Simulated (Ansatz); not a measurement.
Results of the Gaussian-basis code of Ansatz.

A structure relaxed at PBE0-D4/def2-TZVP, charge 0, multiplicity 1:

```xyz
11

Si   -0.947    1.399   -0.133
C    -0.348   -0.380   -0.248
S     0.728   -0.518   -1.685
Sb    0.538   -0.940    1.665
H    -2.063    1.462    0.848
H    -1.427    1.880   -1.454
H     0.164    2.269    0.331
H    -1.219   -1.034   -0.358
H     1.404   -1.626   -1.333
H     1.174   -2.398    1.028
H     1.995   -0.114    1.338
```

Problem. Give its formula and SMILES.

Solution. CH7SSbSi, `[SiH3][CH](S)[SbH2]`.

Problem. Summarise the bond lengths by kind.

Solution. 1 × C–Si 1.881 Å; 3 × H–Si 1.486 to 1.487 Å; 1 × C–S 1.801 Å; 1 × C–Sb 2.181 Å; 1 × C–H 1.095 Å; 1 × H–S 1.344 Å; 2 × H–Sb 1.707 to 1.713 Å.
